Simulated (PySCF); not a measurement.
Computed Raman spectrum (relative Raman activity) of a molecule C₂H₆F₂Si. Geometry optimised at ωB97X-D3(BJ)/def2-SVP. The values are those of a single conformer. Level of theory: ωB97X-D3(BJ)/def2-SVP (PySCF). Frequencies are harmonic and unscaled.

Lines under 2 % of the strongest are left out, and lines within 2 cm⁻¹ are merged.

ν (cm⁻¹): 625 (w), 676 (w), 718 (vw), 774 (vw), 796 (vw), 856 (w), 895 (w), 1101 (vw), 1251 (w), 1437 (w), 1442 (w), 1460 (w), 2289 (vs), 3051 (s), 3069 (vs), 3111 (s), 3169 (s), 3176 (s) (against the strongest line: vs over 80 %, s over 45 %, m over 15 %, w over 4 %, vw less)

Q: Pick the molecule that these values belong to.
A. C[C@@H](F)[SiH2]F
B. C[SiH2]C(F)F
C. C[Si@H](F)CF
D. CC[SiH](F)F

A: C, C[Si@H](F)CF
